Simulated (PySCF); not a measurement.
C3H4BNO2. Atoms are numbered in the order given.

```xyz
11

N      0.9071     2.7703     0.0000
C      0.0258     2.0177     0.0000
C     -1.0377     1.0206     0.0000
B     -0.5198    -0.4783     0.0000
O     -1.4027    -1.4835     0.0000
C      1.0268    -0.9635     0.0000
O      1.2218    -2.1669     0.0000
H     -1.6890     1.1698    -0.8800
H     -1.6890     1.1698     0.8800
H     -0.9078    -2.3287     0.0000
H      1.8932    -0.2567     0.0000
```

Coordinates come from a B3LYP-D3(BJ)/def2-SVP optimisation. This is a generated structure with no PubChem entry under its InChIKey; it may be hypothetical. The values are those of a single conformer.

These are PBE/def2-TZVP (PySCF) values and carry that method's errors.

Gas-phase values at a fixed geometry.

Computed frontier levels, gap, dipole moment and polarisability:
```yaml
highest_occupied_level: -6.33 eV
lowest_empty_level: -3.93 eV
orbital_gap: 2.40 eV
dipole_moment: 2.97 D
quadrupole, principal values (traceless, Buckingham form, about the centre of nuclear charge): -14.32, 4.89, 9.43 D·Å
mean_static_polarisability: 57.3 bohr³ (8.50 Å³)
polarisability_principal_values: 38.5, 57.9, 75.6 bohr³
```
